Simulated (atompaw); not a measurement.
**u(r) = r·R(r): atom against pseudo-atom (N)**

Columns: radius, all-electron u(r) and pseudo u(r) of the 2s shell (level -49.16 eV) of nitrogen in the configuration [He] 2s2 2p1; PBE, scalar-relativistic, PAW (atompaw) scheme, atompaw 4.2.0.5.

```tsv
r (bohr)	all-electron	pseudo
0.062	-0.3602	0.0984
0.123	-0.4350	0.1942
0.185	-0.3583	0.2896
0.246	-0.2082	0.3805
0.308	-0.0255	0.4691
0.369	0.1578	0.5514
0.431	0.3326	0.6295
0.492	0.4854	0.6999
0.554	0.6183	0.7643
0.615	0.7263	0.8198
0.677	0.8132	0.8678
0.738	0.8775	0.9062
0.800	0.9233	0.9358
0.862	0.9515	0.9555
0.923	0.9645	0.9652
0.985	0.9650	0.9650
1.046	0.9550	0.9550
1.108	0.9363	0.9363
1.169	0.9111	0.9111
1.231	0.8801	0.8801
1.292	0.8458	0.8458
1.354	0.8080	0.8080
1.415	0.7691	0.7691
1.477	0.7285	0.7285
1.538	0.6882	0.6882
1.600	0.6475	0.6475
```

How many radial nodes do the two functions have?

The all-electron 2s function has n − l − 1 = 1; the pseudo-wave has 0, since the states of the same l below it are removed with the core.

At about which radius was the pseudo-wave matched?

1.00 bohr, where the columns begin to agree (steps of 0.06 bohr).

Is the pseudo-wave norm-conserving?

No, it belongs to a PAW set: the norm inside the radius is not constrained, and the difference is carried by the augmentation charge.
